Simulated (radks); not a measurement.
Question: The mean radii <r> (bohr) of the occupied orbitals of an atom or ion are listed with their occupations. All-electron calculation, Dirac Kohn-Sham, BLYP, spin-unpolarised, spherical densities, finite nucleus; Fermi nuclear charge, rms radius of each element as measured or else 0.836 A^(1/3) + 0.57 fm. Program: a radial shooting solver on a logarithmic mesh with Libxc functionals.

orbital  occ.      <r>
1s1/2       2  0.01744
2s1/2       2  0.07297
2p1/2       2  0.06017
2p3/2       4  0.06848
3s1/2       2   0.1899
3p1/2       2   0.1801
3p3/2       4   0.1954
3d3/2       4   0.1705
3d5/2       6   0.1751
4s1/2       2   0.4233
4p1/2       2   0.4266
4p3/2       4   0.4604
4d3/2       4   0.4719
4d5/2       6   0.4832
5s1/2       2   0.9789
5p1/2       2    1.065
4f5/2       6   0.5316
4f7/2       8   0.5393
5p3/2       4    1.164
5d3/2       4    1.603
5d5/2       3    1.660

Name the element and its charge. Open shells, if any, fill j = l - 1/2 first.

Answer: Z = 77, iridium, charge +2: Ir2+ in [Xe] 4f14 5d7. The 1s radius gives Z: for a bare nucleus <r> = (2 gamma + 1)/(2Z) with gamma = sqrt(1 - (Z/c)^2), 0.01724 bohr for Z = 77, and screening makes it slightly larger (0.01744 here). The occupations add up to 75, and the charge is Z minus that.
